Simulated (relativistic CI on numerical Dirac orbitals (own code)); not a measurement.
# Cr2+ in a cubic cluster: L2,3 absorption with charge transfer

Computed with a charge-transfer multiplet model of a cubic metal-ligand cluster with up to one ligand hole, Slater and spin-orbit integrals from Dirac-Coulomb-Breit ions, Slater integrals scaled by 0.9. The ground state mixes d4 with configurations of k ligand holes L, whose averages lie at kΔ + k(k − 1)U_dd/2; a core hole lowers each added d electron by U_cd. 300 K, Lorentzian 0.4 eV and Gaussian 0.3 eV FWHM.

Atomic integrals in eV (Slater integrals scaled, ζ unscaled), ground: F2dd 8.634, F4dd 5.365, zeta_d 0.027; with the core hole: F2dd 9.411, F4dd 5.854, zeta_d 0.040, zeta_core 5.624, F2cd 5.290, G1cd 3.859, G3cd 2.190.

Cluster parameters (eV): Δ = 5.1, U_dd = 6.3, U_cd = 7.3, 10Dq(ligand) = 0.1, V(eg) = 1.75, V(t2g) = -0.83, final-state hopping factor = 0.8.

```json
{"Case": "10Dq = 0.7 eV", "n_d": "4.20", "d4": "0.80", "d5L": "0.20", "S": "2.00"}
{"Case": "10Dq = 1 eV", "n_d": "4.20", "d4": "0.80", "d5L": "0.20", "S": "2.00"}
{"Case": "10Dq = 1.3 eV", "n_d": "4.19", "d4": "0.81", "d5L": "0.19", "S": "2.00"}
```

Weights, n_d and S are thermal averages at 300 K. Photon energies count from the first peak over 30 % of the highest in each spectrum, which can be another peak from case to case. The parameters are a model scan and need not match a compound or its usual spin state. Peaks in eV (height, largest 100):
- 10Dq = 0.7 eV: -3.7 (6), -2.8 (6), 0.0 (100), 1.0 (82), 5.5 (23), 6.6 (30), 7.8 (25), 10.0 (38)
- 10Dq = 1 eV: -3.7 (5), 0.0 (100), 0.9 (81), 4.3 (11), 5.5 (22), 6.7 (31), 7.4 (27), 9.9 (39)
- 10Dq = 1.3 eV: -2.2 (5), 0.0 (50), 0.7 (51), 1.5 (100), 2.6 (77), 7.0 (22), 8.3 (34), 11.3 (37)

Curve for 10Dq = 0.7 eV (points under 2 left out, the grid thinned):

E (eV), Intensity and a bar:
```
     -4.1        2.4 
     -3.7        5.5 #
     -3.3        3.7 #
     -2.9        5.9 #
     -2.5        6.1 #
     -2.1        9.1 ##
     -1.7       20.6 ######
     -1.3       28.9 #########
     -1.0       36.1 ############
     -0.6       53.5 ##################
     -0.2       88.1 ##############################
      0.2       85.2 #############################
      0.6       74.0 #########################
      1.0       82.3 ############################
      1.4       63.6 #####################
      1.8       46.6 ################
      2.2       34.1 ###########
      2.6       29.1 #########
      3.0       25.0 ########
      3.4       16.2 #####
      3.8       12.0 ###
      4.2       11.1 ###
      4.5       10.7 ###
      4.9       12.8 ####
      5.3       19.8 ######
      5.7       20.6 ######
      6.1       15.7 #####
      6.5       27.4 #########
      6.9       23.5 #######
      7.3       18.7 ######
      7.7       24.2 ########
      8.1       22.8 #######
      8.5       17.6 #####
      8.9       21.5 #######
      9.3       33.1 ###########
      9.7       36.3 ############
     10.1       37.0 ############
     10.4       29.1 #########
     10.8       16.5 #####
     11.2       10.4 ###
     11.6        7.2 ##
     12.0        6.3 #
     12.4        4.7 #
     12.8        2.9 
     13.2        2.1
```

For the case 10Dq = 1.3 eV, Δ = 5.1 eV is smaller than U_dd = 6.3 eV, the charge-transfer side of the Zaanen-Sawatzky-Allen scheme. With the core hole the configuration with one ligand hole lies at Δ + U_dd − U_cd = 4.1 eV above the one without, against Δ in the ground state. The added d electron screens the hole, so the order of the configurations is kept and charge-transfer satellites are weaker than in photoemission.

With at most 1 ligand hole the space is cut while the next configuration still counts, so covalency is underestimated, and a final configuration with one more ligand hole, which can lie low, is missing from the spectra.
